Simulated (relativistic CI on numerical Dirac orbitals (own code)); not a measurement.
**What each ingredient does to the levels of Br XXXIII**

Base calculation: Dirac-Coulomb-Breit CI, KLI orbitals optimised for each configuration, model QED (radiative potential, 1s self-energy scaled to tabulated hydrogen-like ionisation energies), unscaled Slater integrals.

CI space (outside the closed core 1s2): 2s, 2p, 3s, 3p, 3d, 4s, 4p, 4d, 4f, 5s, 5p, 5d, 5f, 5g. Levels of other configurations are missing.

Variants: (1) Breit term removed. Shifts of the energy above 2s ²S1/2, in eV, for the lowest level and the first level of each name with at least 55 % of one term (blank where a level changes its place among those of its configuration and J or its character, or is not in the variant):

| Level | Base | Δ(1) |
| --- | --- | --- |
| 2s ²S1/2 | 0.00 | 0.00 |
| 2p ²P°1/2 | 69.02 | -1.40 |
| 2p ²P°3/2 | 126.54 | +0.19 |
| 3s ²S1/2 | 2170.96 | +1.02 |
| 3p ²P°1/2 | 2190.12 | +0.63 |
| 3p ²P°3/2 | 2207.16 | +1.08 |
| 3d ²D3/2 | 2214.12 | +1.39 |
| 3d ²D5/2 | 2219.49 | +1.41 |
| 4s ²S1/2 | 2920.34 | +1.25 |
| 4p ²P°1/2 | 2928.22 | +1.10 |
| 4p ²P°3/2 | 2935.39 | +1.28 |
| 4d ²D3/2 | 2938.29 | +1.40 |
| 4d ²D5/2 | 2940.55 | +1.41 |
| 4f ²F°5/2 | 2940.71 | +1.42 |
| 4f ²F°7/2 | 2941.84 | +1.42 |
| 5s ²S1/2 | 3264.41 | +1.34 |
| 5p ²P°1/2 | 3268.40 | +1.26 |
| 5p ²P°3/2 | 3272.06 | +1.35 |
| 5d ²D3/2 | 3273.54 | +1.41 |
| 5d ²D5/2 | 3274.69 | +1.42 |
| 5f ²F°5/2 | 3274.78 | +1.42 |
| 5f ²F°7/2 | 3275.36 | +1.42 |

At this charge energies of transitions that change n are usually good to better than 1 %, and those within a shell (Δn = 0) to a few per cent.

Ionisation energy from the two ground configurations alone: base 3868.71 eV; Breit term removed 3870.13 eV. The NIST ASD value (theoretical) is 3868.99 eV.
